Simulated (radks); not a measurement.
The numbers below are computed, except where a source is named.
Numerical settings for neutral arsenic, [Ar] 3d10 4s2 4p3. Code: a radial shooting solver on a logarithmic mesh with Libxc functionals. Model: non-relativistic Kohn-Sham, r2SCAN, spin-polarised, spherical densities, point nucleus; open shells are filled with parallel spins first; meta-GGA in the generalised Kohn-Sham scheme. The defaults (mesh step 0.008 in ln r, mesh end at 40 bohr or more with all orbitals vanishing there, Anderson mixing 0.5 over 9 steps, residual threshold near 1e-9 with the energy settled to 1e-9 hartree or 1e-11 of itself, here a cap of 78 iterations) give E = -2235.854 hartree and 4p at -6.342 eV in 11 iterations. Run on one thread of a shared host, so times are rough (Arm Neoverse V1): 0.16 s of CPU time, 0.16 s wall, 11 iterations on 2669 mesh points. Changes against that run (0 stands for a change within the tolerance of the run):

| setting | iterations | converged | E (mhartree) | e(4p) (meV) | CPU (s) |
|---|---|---|---|---|---|
| mesh step in ln r 0.2 | 2 | no | diverged | - | 0.01 |
| mesh step in ln r 0.02 | 11 | yes | -0.0019 | 0 | 0.07 |
| mesh step in ln r 0.12 | 2 | no | diverged | - | 0.01 |
| mesh end (bohr) 5 | 11 | yes | +74.3 | +1.8e+03 | 0.15 |
| mesh end (bohr) 1 | 10 | level above zero | +1.44e+05 | +6.89e+05 | 0.1 |
| residual threshold 0.001 | 9 | yes | 0 | +0.744 | 0.13 |
| residual threshold 1e-16 | 78 | no | 0 | +0.00419 | 0.57 |
| mixing 0.01 | 18 | yes | 0 | -0.0107 | 0.23 |
| linear mixing, mixing 0.8 | 75 | yes | 0 | +0.00715 | 0.78 |
| linear mixing, mixing 0.2 | 62 | yes | 0 | 0 | 0.59 |
| mixing history 20 | 11 | yes | 0 | 0 | 0.15 |
| iteration cap 5 | 5 | no | +0.184 | +46.8 | 0.08 |

Settled on a wrong energy, with an occupied level pushed above zero by the early mesh end: mesh end (bohr) 1 (+144 hartree). Apart from these: settings that end as converged yet miss the energy by more than 1 mhartree: mesh end (bohr) 5 (+0.0743 hartree). A mesh that ends early acts as a hard wall.
